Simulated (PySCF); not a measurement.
NP, charge -1, doublet, at a GFN2-xTB geometry (a state made from the parent by changing its charge; the spin is typed, not shown lowest); B3LYP/def2-SV(P) (PySCF).

Input for PySCF:
```python
from pyscf import gto, scf, dft

mol = gto.M(
    atom='''
N    -0.00000000   -0.00000000   -1.03321469
P     0.00000000    0.00000000    0.48216685
''',
    basis='def2-sv(p)',
    charge=-1,
    spin=1,
    verbose=4,
)

mf = dft.UKS(mol)
mf.xc = 'b3lyp'
mf.diis = False
mf.max_cycle = 100
mf.kernel()
```

Problem. Predict the main parts of the log of this PySCF run.

Solution. 
```
PySCF version 2.14.0

[INPUT] verbose = 4
[INPUT] num. atoms = 2
[INPUT] num. electrons = 23
[INPUT] charge = -1
[INPUT] spin (= nelec alpha-beta = 2S) = 1
[INPUT] symmetry False subgroup None
[INPUT] Mole.unit = angstrom
[INPUT] Symbol           X                Y                Z      unit          X                Y                Z       unit  Magmom
[...]
nuclear repulsion = 36.6664141537583
number of shells = 14
number of NR pGTOs = 60
number of NR cGTOs = 32
basis = def2-sv(p)
ecp = {}

******** <class 'pyscf.dft.uks.UKS'> ********
method = UKS
initial guess = minao
damping factor = 0
level_shift factor = 0
DIIS disabled
SCF conv_tol = 1e-09
SCF conv_tol_grad = None
SCF max_cycles = 100
direct_scf = True
direct_scf_tol = 1e-13
number electrons alpha = 12  beta = 11
XC library pyscf.dft.libxc version 7.1.2
    S. Lehtola, C. Steigemann, M. J. T. Oliveira, and M. A. L. Marques,  SoftwareX 7, 1–5 (2018)
XC functionals = b3lyp
    P. J. Stephens, F. J. Devlin, C. F. Chabalowski, and M. J. Frisch,  J. Phys. Chem. 98, 11623 (1994)
radial grids:
    Treutler-Ahlrichs [JCP 102, 346 (1995); DOI:10.1063/1.469408] (M4) radial grids

becke partition: Becke, JCP 88, 2547 (1988); DOI:10.1063/1.454033
pruning grids: <function nwchem_prune>
grids dens level: 3
symmetrized grids: False
atomic radii adjust function: <function treutler_atomic_radii_adjust>
small_rho_cutoff = 0
Set gradient conv threshold to 3.16228e-05
tot grids = 33088
init E= -395.927911630453

cycle= 1 E= -395.765519277821  delta_E= 0.162  |g|= 0.496  |ddm|= 1.39
cycle= 2 E= -395.041052611022  delta_E= 0.724  |g|= 1.16  |ddm|= 1.69
cycle= 3 E= -393.145250055935  delta_E=  1.9  |g|= 2.17  |ddm|= 2.98
cycle= 4 E= -386.397230788788  delta_E= 6.75  |g|= 2.56  |ddm|= 16.4
cycle= 5 E= -383.702081487587  delta_E=  2.7  |g|= 2.84  |ddm|= 17.6

cycle= 6 E= -381.174852898249  delta_E= 2.53  |g|= 2.67  |ddm|= 11.5
cycle= 7 E= -383.024868187903  delta_E= -1.85  |g|= 2.98  |ddm|= 11.6

cycle= 8 E= -381.080573333953  delta_E= 1.94  |g|= 2.67  |ddm|= 11.6
cycle= 9 E= -383.011535189509  delta_E= -1.93  |g|= 2.99  |ddm|= 11.6

cycle= 10 E= -381.078798594264  delta_E= 1.93  |g|= 2.67  |ddm|= 11.6
cycle= 11 E= -383.011201972037  delta_E= -1.93  |g|= 2.99  |ddm|= 11.6

cycle= 12 E= -381.078768808814  delta_E= 1.93  |g|= 2.67  |ddm|= 11.6
cycle= 13 E= -383.011192800739  delta_E= -1.93  |g|= 2.99  |ddm|= 11.6

cycle= 14 E= -381.078767980638  delta_E= 1.93  |g|= 2.67  |ddm|= 11.6
cycle= 15 E= -383.011192398633  delta_E= -1.93  |g|= 2.99  |ddm|= 11.6

cycle= 16 E= -381.07876728088  delta_E= 1.93  |g|= 2.67  |ddm|= 11.6
cycle= 17 E= -383.011192248594  delta_E= -1.93  |g|= 2.99  |ddm|= 11.6

cycle= 18 E= -381.078766542641  delta_E= 1.93  |g|= 2.67  |ddm|= 11.6
cycle= 19 E= -383.011192104471  delta_E= -1.93  |g|= 2.99  |ddm|= 11.6

cycle= 20 E= -381.078765785761  delta_E= 1.93  |g|= 2.67  |ddm|= 11.6
cycle= 21 E= -383.011191958686  delta_E= -1.93  |g|= 2.99  |ddm|= 11.6

cycle= 22 E= -381.078765012353  delta_E= 1.93  |g|= 2.67  |ddm|= 11.6
cycle= 23 E= -383.011191811106  delta_E= -1.93  |g|= 2.99  |ddm|= 11.6

cycle= 24 E= -381.078764223211  delta_E= 1.93  |g|= 2.67  |ddm|= 11.6
cycle= 25 E= -383.011191661863  delta_E= -1.93  |g|= 2.99  |ddm|= 11.6

cycle= 26 E= -381.078763419168  delta_E= 1.93  |g|= 2.67  |ddm|= 11.6
cycle= 27 E= -383.011191511114  delta_E= -1.93  |g|= 2.99  |ddm|= 11.6

cycle= 28 E= -381.078762601165  delta_E= 1.93  |g|= 2.67  |ddm|= 11.6
cycle= 29 E= -383.011191359036  delta_E= -1.93  |g|= 2.99  |ddm|= 11.6

cycle= 30 E= -381.07876177027  delta_E= 1.93  |g|= 2.67  |ddm|= 11.6
cycle= 31 E= -383.011191205822  delta_E= -1.93  |g|= 2.99  |ddm|= 11.6

cycle= 32 E= -381.078760927676  delta_E= 1.93  |g|= 2.67  |ddm|= 11.6
cycle= 33 E= -383.011191051684  delta_E= -1.93  |g|= 2.99  |ddm|= 11.6

cycle= 34 E= -381.078760074707  delta_E= 1.93  |g|= 2.67  |ddm|= 11.6
cycle= 35 E= -383.011190896855  delta_E= -1.93  |g|= 2.99  |ddm|= 11.6

[...]
cycle= 47 E= -383.011189968548  delta_E= -1.93  |g|= 2.99  |ddm|= 11.6

cycle= 48 E= -381.078753952591  delta_E= 1.93  |g|= 2.67  |ddm|= 11.6
cycle= 49 E= -383.011189816831  delta_E= -1.93  |g|= 2.99  |ddm|= 11.6

cycle= 50 E= -381.078753079973  delta_E= 1.93  |g|= 2.67  |ddm|= 11.6
cycle= 51 E= -383.011189666879  delta_E= -1.93  |g|= 2.99  |ddm|= 11.6

cycle= 52 E= -381.078752214523  delta_E= 1.93  |g|= 2.67  |ddm|= 11.6
cycle= 53 E= -383.01118951905  delta_E= -1.93  |g|= 2.99  |ddm|= 11.6

cycle= 54 E= -381.078751358639  delta_E= 1.93  |g|= 2.67  |ddm|= 11.6
cycle= 55 E= -383.011189373711  delta_E= -1.93  |g|= 2.99  |ddm|= 11.6

cycle= 56 E= -381.078750514743  delta_E= 1.93  |g|= 2.67  |ddm|= 11.6
cycle= 57 E= -383.01118923122  delta_E= -1.93  |g|= 2.99  |ddm|= 11.6

cycle= 58 E= -381.078749685249  delta_E= 1.93  |g|= 2.67  |ddm|= 11.6
cycle= 59 E= -383.011189091935  delta_E= -1.93  |g|= 2.99  |ddm|= 11.6

cycle= 60 E= -381.078748872537  delta_E= 1.93  |g|= 2.67  |ddm|= 11.6
cycle= 61 E= -383.011188956198  delta_E= -1.93  |g|= 2.99  |ddm|= 11.6

cycle= 62 E= -381.078748078919  delta_E= 1.93  |g|= 2.67  |ddm|= 11.6
cycle= 63 E= -383.011188824343  delta_E= -1.93  |g|= 2.99  |ddm|= 11.6

cycle= 64 E= -381.078747306604  delta_E= 1.93  |g|= 2.67  |ddm|= 11.6
cycle= 65 E= -383.011188696675  delta_E= -1.93  |g|= 2.99  |ddm|= 11.6

cycle= 66 E= -381.078746557668  delta_E= 1.93  |g|= 2.67  |ddm|= 11.6
cycle= 67 E= -383.011188573481  delta_E= -1.93  |g|= 2.99  |ddm|= 11.6

cycle= 68 E= -381.078745834022  delta_E= 1.93  |g|= 2.67  |ddm|= 11.6
cycle= 69 E= -383.011188455014  delta_E= -1.93  |g|= 2.99  |ddm|= 11.6

cycle= 70 E= -381.078745137381  delta_E= 1.93  |g|= 2.67  |ddm|= 11.6
cycle= 71 E= -383.011188341494  delta_E= -1.93  |g|= 2.99  |ddm|= 11.6

cycle= 72 E= -381.078744469237  delta_E= 1.93  |g|= 2.67  |ddm|= 11.6
cycle= 73 E= -383.011188233103  delta_E= -1.93  |g|= 2.99  |ddm|= 11.6

cycle= 74 E= -381.078743830839  delta_E= 1.93  |g|= 2.67  |ddm|= 11.6
cycle= 75 E= -383.011188129984  delta_E= -1.93  |g|= 2.99  |ddm|= 11.6

cycle= 76 E= -381.078743223173  delta_E= 1.93  |g|= 2.67  |ddm|= 11.6
cycle= 77 E= -383.011188032238  delta_E= -1.93  |g|= 2.99  |ddm|= 11.6

cycle= 78 E= -381.078742646951  delta_E= 1.93  |g|= 2.67  |ddm|= 11.6
cycle= 79 E= -383.011187939919  delta_E= -1.93  |g|= 2.99  |ddm|= 11.6

cycle= 80 E= -381.078742102608  delta_E= 1.93  |g|= 2.67  |ddm|= 11.6
cycle= 81 E= -383.011187853042  delta_E= -1.93  |g|= 2.99  |ddm|= 11.6

cycle= 82 E= -381.078741590302  delta_E= 1.93  |g|= 2.67  |ddm|= 11.6
cycle= 83 E= -383.011187771579  delta_E= -1.93  |g|= 2.99  |ddm|= 11.6

cycle= 84 E= -381.07874110992  delta_E= 1.93  |g|= 2.67  |ddm|= 11.6
cycle= 85 E= -383.011187695459  delta_E= -1.93  |g|= 2.99  |ddm|= 11.6

cycle= 86 E= -381.078740661101  delta_E= 1.93  |g|= 2.67  |ddm|= 11.6
cycle= 87 E= -383.011187624577  delta_E= -1.93  |g|= 2.99  |ddm|= 11.6

cycle= 88 E= -381.078740243242  delta_E= 1.93  |g|= 2.67  |ddm|= 11.6
cycle= 89 E= -383.011187558792  delta_E= -1.93  |g|= 2.99  |ddm|= 11.6

cycle= 90 E= -381.078739855534  delta_E= 1.93  |g|= 2.67  |ddm|= 11.6
cycle= 91 E= -383.011187497937  delta_E= -1.93  |g|= 2.99  |ddm|= 11.6

cycle= 92 E= -381.078739496981  delta_E= 1.93  |g|= 2.67  |ddm|= 11.6
cycle= 93 E= -383.011187441815  delta_E= -1.93  |g|= 2.99  |ddm|= 11.6

cycle= 94 E= -381.078739166435  delta_E= 1.93  |g|= 2.67  |ddm|= 11.6
cycle= 95 E= -383.011187390213  delta_E= -1.93  |g|= 2.99  |ddm|= 11.6

cycle= 96 E= -381.078738862623  delta_E= 1.93  |g|= 2.67  |ddm|= 11.6
cycle= 97 E= -383.011187342901  delta_E= -1.93  |g|= 2.99  |ddm|= 11.6

cycle= 98 E= -381.078738584176  delta_E= 1.93  |g|= 2.67  |ddm|= 11.6
cycle= 99 E= -383.011187299638  delta_E= -1.93  |g|= 2.99  |ddm|= 11.6

cycle= 100 E= -381.078738329664  delta_E= 1.93  |g|= 2.67  |ddm|= 11.6
SCF not converged.
SCF energy = -381.078738329664 after 100 cycles  <S^2> = 0.75019876  2S+1 = 2.0001987
```

The run did not converge; its last values are not results.
